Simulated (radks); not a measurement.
Effect of the nuclear size on neutral chlorine, [Ne] 3s2 3p5. Method: Dirac Kohn-Sham, exchange-only LDA, spin-unpolarised, spherical densities, finite nucleus; open shells are shared between the two j in proportion to 2j + 1; Fermi nuclear charge, rms radius 3.3654 fm; computed with a radial shooting solver on a logarithmic mesh with Libxc functionals. The rms radius is varied about that value; shifts are against it.

rms radius (fm)  total energy shift (eV)  density at nucleus (e/bohr^3)  1s1/2 shift (meV)  2s1/2 shift (meV)
2.7226                          -0.00482                           3578              -2.03             -0.148
3.1904                          -0.00141                           3567             -0.594             -0.043
3.3654                                 0                           3564              0.000              0.000
3.4899                           0.00105                           3561              0.441              0.032
3.9678                           0.00542                           3553               2.28              0.167

Slopes of the eigenvalues against <r^2> in GHz/fm^2, as finite differences over the two radii next to the reference (eigenvalue slopes, not the field-shift constants of lines): 1s1/2 125, 2s1/2 9.15.
